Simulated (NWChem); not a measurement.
Species: ZnCl cation; SMILES [Cl][Zn+]

```xyz
2

Zn     0.0000     0.0000    -0.7549
Cl     0.0000     0.0000     1.3150
```
Atoms are numbered in this order, from 1.

Structure relaxed at the PBE0/def2-SVP level.

Question: List the 4 lowest vertical singlet excitations and the 4 lowest triplet ones from B3LYP/def2-SVP, TDA (NWChem).

Answer: 
| state | energy (eV) | oscillator strength | leading excitation (squared amplitude) |
|---|---|---|---|
| S1 | 2.08 | 0.004 | HOMO → LUMO (1.00) |
| S2 | 2.08 | 0.004 | HOMO−1 → LUMO (1.00) |
| S3 | 5.31 | 0.191 | HOMO−2 → LUMO (0.80) |
| S4 | 7.13 | 0.000 | HOMO−1 → LUMO+2 (0.50) |
| T1 | 1.68 | spin-forbidden | HOMO → LUMO (1.00) |
| T2 | 1.68 | spin-forbidden | HOMO−1 → LUMO (1.00) |
| T3 | 3.36 | spin-forbidden | HOMO−2 → LUMO (0.99) |
| T4 | 6.82 | spin-forbidden | HOMO−1 → LUMO+1 (0.50) |
